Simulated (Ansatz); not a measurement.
A nudged elastic band was laid between two geometries of AlFH₃NSi (7 atoms, charge 0, multiplicity 1).

All numbers below come from Ansatz 0.2.0, RKS PBE0/def2-SVP.

```yaml
movable_images: 7
climbing_image: yes
spring: 5.0 eV/Å²
optimiser: quadratic models (default)
start_path: through a guess of the saddle point
force_threshold: 0.05 eV/Å
iteration_limit: 60
end_points: relaxed
```

Initial state:

```xyz
7
Properties=species:S:1:pos:R:3
F -1.361 -1.871 0.241
Si -0.283 -0.874 -0.479
N 0.626 0.145 0.619
Al -0.302 1.414 -0.256
H 0.505 -1.796 -1.350
H 1.300 -0.074 1.348
H -0.425 2.988 -0.169
```

Final state:

```xyz
7
Properties=species:S:1:pos:R:3
F -1.512 -0.275 0.769
Si -0.788 -1.447 -0.646
N 0.808 -0.433 0.010
Al -0.628 0.857 -0.413
H 1.592 -0.479 -0.643
H 1.158 -0.689 0.936
H -0.570 2.397 -0.059
```

Which bonds break or form, and what moves?

Bonds broken: Si2–H5. Bonds formed: F1–Al4, N3–H5.

Give the energies along the band, and the barrier.

It converged. The highest image is number 3 of 0 to 8, 2.64 eV above the first end and 1.91 eV above the last; the last end lies 0.73 eV above the first. Neighbouring images differ by up to 1.3 eV, so the band resolves the path poorly. A vibrational analysis at the climbing image gives one clearly imaginary mode, 1487i cm⁻¹: a first-order saddle point. The orbitals stay closed-shell, which can raise the energy where a bond breaks towards radicals; this wasn't checked here.

```tsv
image	path coordinate (Å)	energy (eV)	Si2–H5 (Å)	F1–Al4 (Å)	N3–H5 (Å)
0	0.00	0.00	1.49	3.49	2.77
1	0.54	0.24	1.48	3.43	2.48
2	1.08	1.37	1.46	3.38	2.00
3	1.62	2.64	1.57	3.31	1.46
4	2.20	1.51	2.05	3.22	1.04
5	2.77	1.10	2.37	3.11	1.02
6	3.35	0.94	2.55	2.89	1.02
7	3.92	0.91	2.59	2.35	1.02
8	4.50	0.73	2.57	1.86	1.02
```

What is the geometry of the highest image?


```xyz
7
Properties=species:S:1:pos:R:3
F -1.668 -1.639 0.424
Si -0.658 -1.059 -0.742
N 0.814 0.042 0.269
Al -0.285 1.263 -0.360
H 0.895 -1.164 -0.543
H 1.498 -0.291 0.940
H -0.534 2.781 -0.033
```

Run time: 2.5 min on 1 thread of Intel(R) Xeon(R) 6975P-C (Granite Rapids) (shared host), peak memory 0.17 GiB.
